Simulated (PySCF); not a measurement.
BFH₅Si₂, BClFH₂Si, Al₂BFH₃ (calculated)

All values are calculated (PySCF 2.14.0). Calculation on a computer-drawn molecule: optimised geometry and harmonic frequencies of an isolated molecule of the commonest isotopes, restricted reference for singlets and unrestricted otherwise, frozen core in MP2.

Common to all runs: basis cc-pV(D+d)Z.

```json
{"entry": 1, "formula": "BFH5Si2", "start_structure": {"atoms_angstrom": [["F", -2.4196, -0.9224, -2.4389], ["B", -2.9318, -0.8709, -1.239], ["Si", -1.9344, -1.7511, 0.1918], ["Si", -0.2089, -0.268, 0.7375], ["H", -3.8141, -0.1804, -1.1005], ["H", -1.2533, -2.991, -0.1079], ["H", -2.6819, -2.0112, 1.4695], ["H", 0.7646, 0.1443, -0.2058], ["H", -0.4907, 1.0103, 1.472]]}, "given": {"charge": 0, "multiplicity": 2, "method": "HF", "drawn_bonds_atom": [1, 2, 3, 2, 3, 3, 4, 4], "drawn_bonds_other_atom": [2, 3, 4, 5, 6, 7, 8, 9], "drawn_bonds_order": [1, 1, 1, 1, 1, 1, 1, 1]}, "results": {"optimised_atom_element": ["F", "B", "Si", "Si", "H", "H", "H", "H", "H"], "optimised_atom_x [angstrom]": [-2.633, -2.927, -1.826, -0.1088, -3.818, -1.204, -2.687, 0.8608, -0.6264], "optimised_atom_y [angstrom]": [-1.105, -0.8516, -1.715, -0.2386, -0.07079, -2.988, -1.972, 0.07027, 1.031], "optimised_atom_z [angstrom]": [-2.537, -1.264, 0.229, 0.9089, -1.065, -0.2099, 1.41, -0.1711, 1.479], "modes_frequency [cm^-1]": [47.83, 114.0, 132.9, 254.8, 393.0, 433.6, 542.8, 565.8, 670.2, 761.4, 772.8, 880.9, 1001, 1007, 1157, 1323, 2286, 2294, 2299, 2305, 2708], "modes_reduced_mass [dalton]": [5.34, 1.084, 2.743, 3.042, 1.177, 6.937, 1.422, 1.364, 1.793, 1.191, 1.273, 1.48, 1.064, 1.054, 1.424, 4.443, 1.03, 1.045, 1.038, 1.049, 1.091], "rotational_constants [GHz]": [7.888, 1.875, 1.655], "total_energy [hartree]": -704.9058, "spin_squared": 0.7616, "convergence_status_largest_gradient_component [hartree/bohr]": 1.571e-05}}
{"entry": 2, "formula": "BClFH2Si", "start_structure": {"atoms_angstrom": [["F", -4.1299, -0.6087, -1.1406], ["B", -3.7955, -0.5002, -0.0061], ["Si", -2.087, -0.4858, 1.2992], ["Cl", -2.3592, -0.1374, 3.135], ["H", -1.3816, 0.5353, 0.5537], ["H", -1.7309, -1.8365, 0.9746]]}, "given": {"charge": 1, "multiplicity": 1, "method": "HF", "drawn_bonds_atom": [1, 2, 3, 3, 3], "drawn_bonds_other_atom": [2, 3, 4, 5, 6], "drawn_bonds_order": [1, 1, 1, 1, 1]}, "results": {"optimised_atom_element": ["F", "B", "Si", "Cl", "H", "H"], "optimised_atom_x [angstrom]": [-4.586, -3.607, -1.938, -2.791, -1.109, -1.453], "optimised_atom_y [angstrom]": [-0.5117, -0.5222, -0.5303, -0.1022, 0.5347, -1.901], "optimised_atom_z [angstrom]": [-0.8657, -0.1301, 1.183, 2.955, 0.6251, 1.048], "modes_frequency [cm^-1]": [102.6, 270.2, 368.4, 422.5, 608.7, 620.3, 725.5, 876.9, 989.7, 1710, 2415, 2442], "modes_reduced_mass [dalton]": [16.42, 3.199, 10.54, 13.62, 1.463, 15.04, 1.085, 1.112, 1.05, 12.75, 1.026, 1.058], "rotational_constants [GHz]": [9.391, 1.979, 1.668], "total_energy [hartree]": -873.5184, "convergence_status_largest_gradient_component [hartree/bohr]": 1.701e-05}}
{"entry": 3, "formula": "BClFH2Si", "start_structure": {"atoms_angstrom": [["F", -4.5857, -0.5117, -0.8657], ["B", -3.6073, -0.5222, -0.1301], ["Si", -1.9378, -0.5303, 1.1833], ["Cl", -2.7914, -0.1022, 2.9555], ["H", -1.1088, 0.5347, 0.6251], ["H", -1.4532, -1.9015, 1.0477]]}, "given": {"charge": 1, "multiplicity": 1, "method": "MP2", "drawn_bonds_atom": [1, 2, 3, 3, 3], "drawn_bonds_other_atom": [2, 3, 4, 5, 6], "drawn_bonds_order": [1, 1, 1, 1, 1]}, "results": {"optimised_atom_element": ["F", "B", "Si", "Cl", "H", "H"], "optimised_atom_x [angstrom]": [-4.591, -3.589, -1.94, -2.805, -1.107, -1.452], "optimised_atom_y [angstrom]": [-0.5096, -0.5237, -0.5296, -0.1006, 0.5361, -1.906], "optimised_atom_z [angstrom]": [-0.8581, -0.1232, 1.186, 2.953, 0.6172, 1.041], "modes_frequency [cm^-1]": [90.31, 250.8, 359.8, 412.1, 574.9, 614.6, 694.5, 829.1, 934.7, 1641, 2351, 2382], "modes_reduced_mass [dalton]": [16.37, 3.134, 10.23, 13.6, 1.474, 14.0, 1.086, 1.121, 1.051, 12.73, 1.027, 1.058], "rotational_constants [GHz]": [9.292, 1.993, 1.675], "total_energy [hartree]": -873.9932, "convergence_status_largest_gradient_component [hartree/bohr]": 2.248e-05}}
{"entry": 4, "formula": "Al2BFH3", "start_structure": {"atoms_angstrom": [["F", -0.4731, -2.5884, 0.8761], ["B", -1.5848, -1.7602, 0.8836], ["Al", 0.0069, -1.079, 2.0291], ["Al", 2.0977, -0.362, 3.3824], ["H", -2.4363, -2.1582, 0.2201], ["H", 2.1457, -0.8776, 4.897], ["H", 3.1694, 0.5319, 2.6893]]}, "given": {"charge": 1, "multiplicity": 1, "method": "HF", "drawn_bonds_atom": [1, 2, 3, 2, 4, 4], "drawn_bonds_other_atom": [2, 3, 4, 5, 6, 7], "drawn_bonds_order": [1, 1, 1, 1, 1, 1]}, "results": {"optimised_atom_element": ["F", "B", "Al", "Al", "H", "H", "H"], "optimised_atom_x [angstrom]": [-1.035, -1.364, 0.2362, 2.212, -2.453, 2.127, 3.202], "optimised_atom_y [angstrom]": [-3.192, -2.089, -1.235, -0.2095, -1.62, -0.6499, 0.7026], "optimised_atom_z [angstrom]": [0.1336, 0.7675, 2.028, 3.566, 0.6431, 5.06, 2.778], "modes_frequency [cm^-1]": [21.12, 75.5, 105.2, 220.1, 318.8, 396.9, 551.2, 570.4, 759.3, 759.6, 1136, 1319, 2062, 2097, 2782], "modes_reduced_mass [dalton]": [1.21, 10.1, 3.515, 12.8, 8.455, 1.146, 1.696, 2.196, 1.058, 1.537, 1.219, 8.66, 1.018, 1.067, 1.093], "rotational_constants [GHz]": [27.57, 1.152, 1.126], "total_energy [hartree]": -609.4771, "convergence_status_largest_gradient_component [hartree/bohr]": 2.312e-05}}
{"entry": 5, "formula": "Al2BFH3", "start_structure": {"atoms_angstrom": [["F", -1.0354, -3.1921, 0.1336], ["B", -1.3639, -2.0893, 0.7675], ["Al", 0.2362, -1.2351, 2.0283], ["Al", 2.2124, -0.2095, 3.5665], ["H", -2.4535, -1.6201, 0.6431], ["H", 2.1274, -0.6499, 5.0604], ["H", 3.2022, 0.7026, 2.7783]]}, "given": {"charge": 1, "multiplicity": 1, "method": "MP2", "drawn_bonds_atom": [1, 2, 3, 2, 4, 4], "drawn_bonds_other_atom": [2, 3, 4, 5, 6, 7], "drawn_bonds_order": [1, 1, 1, 1, 1, 1]}, "results": {"optimised_atom_element": ["F", "B", "Al", "Al", "H", "H", "H"], "optimised_atom_x [angstrom]": [-1.037, -1.359, 0.2424, 2.214, -2.454, 2.12, 3.2], "optimised_atom_y [angstrom]": [-3.206, -2.09, -1.234, -0.207, -1.608, -0.6542, 0.7055], "optimised_atom_z [angstrom]": [0.1248, 0.7689, 2.031, 3.569, 0.651, 5.062, 2.771], "modes_frequency [cm^-1]": [20.96, 69.67, 98.11, 212.5, 309.3, 377.8, 533.4, 551.4, 723.3, 727.7, 1086, 1283, 2026, 2067, 2709], "modes_reduced_mass [dalton]": [1.208, 10.15, 3.509, 12.82, 8.119, 1.146, 1.736, 2.142, 1.544, 1.059, 1.211, 9.028, 1.018, 1.068, 1.094], "rotational_constants [GHz]": [27.31, 1.148, 1.121], "total_energy [hartree]": -609.8393, "convergence_status_largest_gradient_component [hartree/bohr]": 1.893e-05}}
```
